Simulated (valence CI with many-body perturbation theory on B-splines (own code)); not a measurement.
The numbers below are computed, except where a source is named.
## Basis-set convergence for Er LV

Level of theory: valence CI with perturbative core correlation (CI+MBPT): four valence electrons over a frozen Dirac-Fock core [Ne], a basis of 9 s, 9 p, 8 d, 6 f, 3 g, 1 h functions for each j, with the one-electron correlation potential Σ1 (screened to all orders), the two-electron term Σ2, the three-electron term Σ3, Breit, model QED; selected single and double excitations, second order for the rest, scaled by the run's own slope (own B-spline code, finite nucleus).

No measured spectrum was set against this ion. As an estimate, large intervals hold to a few tenths of a per cent, small ones and those within an open d or f shell to about a per cent.

The reference run has the lowest level (3s^2 3p1/2^2) J=0 and an ionisation energy of 5331.30 eV. Its largest variational space holds 20000 state functions.

Levels are named by their leading jj configuration (3d3/2^4 stands for four electrons in 3d with j = 3/2), which in mixed levels can hold well under half, so a name can repeat and another be missing.

Changed runs:
A. basis 6 s, 6 p, 5 d, 3 f, 1 g
B. basis 5 s, 5 p, 4 d, 2 f

Excitation energies of the reference run in cm⁻¹, and shifts in cm⁻¹:

```tsv
Level	Reference	A	B
(3s^2 3p1/2 3p3/2) J=1	1855160	-110	-312
(3s^2 3p1/2 3p3/2) J=2	1923700	+9.3	+95
(3s 3p1/2^2 3p3/2) J=2	3041090	-119	-337
(3s 3p1/2^2 3p3/2) J=1	3247510	-3.3	+39
(3s^2 3p1/2 3d3/2) J=2	3451130	+79	+291
(3s^2 3p1/2 3d3/2) J=1	3758610	+329	+1270
(3s^2 3p3/2^2) J=2	3829670	-78	-160
(3s^2 3p3/2^2) J=0	3978160	+29	+186
(3s^2 3p1/2 3d5/2) J=2	4026280	+100	+417
(3s^2 3p1/2 3d5/2) J=3	4033140	+217	+809
(3s 3p1/2^2 3d3/2) J=1	4665720	+28	+115
(3s 3p1/2^2 3d3/2) J=2	4717100	+107	+413
Ionisation energy (eV)	5331.30	-0.033	-0.11
```
